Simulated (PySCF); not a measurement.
# J couplings in C₃H₇GeNO

Geometry:
```tsv
atom	x (Å)	y (Å)	z (Å)
N1	3.755	0.318	0.604
C2	2.698	-0.152	0.620
C3	1.358	-0.718	0.625
C4	0.331	0.183	-0.057
O5	-0.899	-0.471	-0.002
Ge6	-2.375	0.328	-0.626
H7	1.043	-0.901	1.665
H8	1.373	-1.696	0.118
H9	0.654	0.377	-1.100
H10	0.309	1.164	0.459
H11	-2.193	0.591	-2.134
H12	-2.568	1.655	0.135
H13	-3.495	-0.675	-0.342
```

Couplings: B3LYP/pcJ-1 (pcSseg-1 on Ge) (spin–dipole term only in couplings to heteroatoms) in PySCF, geometry PBE0-D3(BJ)/def2-SVP; gas phase, one conformer, non-relativistic. Couplings are averaged over pairs made equivalent by symmetry, fast rotation or ring inversion, so a value needn't be that of the named pair in this geometry, while other rotamers aren't included; one pair stands for each set, and the list holds those of at least 0.8 Hz over up to four bonds, among pairs with at least one N or C or H atom (others weren't computed).

Isotopes: 13C, 1H, 17O, 15N. Couplings to quadrupolar nuclei such as 17O and 33S are rarely resolved in practice.

```tsv
pair	bonds	J (Hz)
N1, C2	1	-19.0
C2, C3	1	66.1
C3, C4	1	41.6
C3, H7	1	?
C4, O5	1	21.4
C4, H9	1	148.0
N1, C3	2	?
C2, C4	2	?
C2, H7	2	-9.8
C3, O5	2	?
C3, H9	2	-2.1
C4, H7	2	?
O5, H9	2	-3.4
O5, H11	2	?
H7, H8	2	?
H9, H10	2	-9.2
H11, H12	2	?
N1, C4	3	-0.9
N1, H7	3	-1.7
C2, O5	3	-7.7
C2, H9	3	1.4
C4, H11	3	2.9
O5, H7	3	-1.8
H7, H9	3	14.1
H7, H10	3	6.1
```

Estimate the withheld couplings, with signs.

Results:


- 1J(C3,H7) = 142.5 Hz (bond length 1.101 Å, sp3 carbon)
- 2J(N1,C3) = 3.4 Hz (angle at C2 179°)
- 2J(C2,C4) = 1.1 Hz (angle at C3 113°)
- 2J(C3,O5) = -13.5 Hz (angle at C4 107°)
- 2J(C4,H7) = -7.2 Hz (angle at C3 109°)
- 2J(O5,H11) = -7.7 Hz (mean over equivalent pairs that range from -18.1 to -2.4 Hz in this conformer)
- 2J(H7,H8) = -18.5 Hz (angle at C3 107°)
- 2J(H11,H12) = 24.0 Hz (mean over equivalent pairs that range from 21.9 to 27.5 Hz in this conformer)

Relativistic effects of the heavier atoms present are left out.
